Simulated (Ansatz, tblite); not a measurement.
Removing an electron: BiI₃. The state is a singlet with charge 0. Geometry: PBE-D4/def2-SVP. Ansatz, gas phase; energy differences of separate SCF runs; the oxidised species was run as a doublet alone.

Cartesian coordinates in Å:
```
Bi 0.803 -0.512 0.160
I 0.695 2.099 1.288
I -1.641 -1.621 1.106
I 0.143 0.035 -2.554
```

In the def2 sets Bi, I take a core potential; there is no spin–orbit coupling. The xTB rows come from tblite. Correlated methods freeze 16 core orbitals; core or outer-core shells of Bi, I are correlated, in sets that lack core-valence functions. The rows differ in basis, and correlated rows in double-zeta sets carry the largest basis error. HOMO above LUMO, or a gap near zero within one spin, warns that the state may not be the lowest or that an electron is smeared out.

Estimate orbital energies and vertical ionisation energies at: GFN1-xTB; GFN2-xTB; HF/def2-SVP; PBE-D4/def2-TZVP; r2SCAN-D4/def2-TZVP; PBE0-D4/def2-TZVP; CCSD/def2-SVP; CCSD(T)/def2-SVP.


```csv
level,−HOMO (eV),vertical IE (eV),−LUMO (eV),HOMO–LUMO gap (eV),remarks
GFN1-xTB,9.90,12.99,6.02,3.87,–
GFN2-xTB,11.70,14.19,7.60,4.10,–
HF/def2-SVP,–,9.00,–,–,spin-contaminated (⟨S²⟩ 0.90) (+1 doublet)
PBE-D4/def2-TZVP,6.49,8.76,3.82,2.68,gap within one spin near zero (+1 doublet)
r2SCAN-D4/def2-TZVP,6.80,9.00,3.77,3.03,–
PBE0-D4/def2-TZVP,7.61,9.20,3.25,4.36,–
CCSD/def2-SVP,–,9.15,–,–,spin-contaminated (⟨S²⟩ 0.90) (+1 doublet)
CCSD(T)/def2-SVP,–,9.05,–,–,spin-contaminated (⟨S²⟩ 0.90) (+1 doublet)
```

Run but left out: MP2/def2-SVP (charge +1 doublet: ⟨S²⟩ 0.90, where a pure state has 0.75).  Raw xTB energy differences between charge states are shifted by several eV; the methods need an empirical correction for them.
